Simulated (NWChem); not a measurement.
Isomers of Si₂NH₅F₂, each optimised at B3LYP/6-31G* with NWChem, gas phase unless a solvent is named. Flexible species stand in one conformer each, which need not be the lowest. Pople sets run with spherical d functions. Relative energies count from the lowest isomer at each level and are electronic, without zero-point energy, on those geometries. Shieldings are non-relativistic GIAO values without spin-orbit effects.

A: N[Si@@H](F)[SiH2]F
B: N[SiH2][SiH](F)F
C: F[SiH](F)N[SiH3]
D: N[Si](F)(F)[SiH3]

```
quantity                                                        A     B     C     D
-----------------------------------------------------------  ----  ----  ----  ----
relative energy, B3LYP/6-31G* (kcal/mol)                     21.5  22.4   0.0  11.7
SMD solvation free energy in water, B3LYP/6-31G* (kcal/mol)  -1.7  -1.4   0.0  -1.5
15N shift against ammonia, PBE0/pcSseg-1 (ppm)               43.7  -9.3  22.0  40.6
```
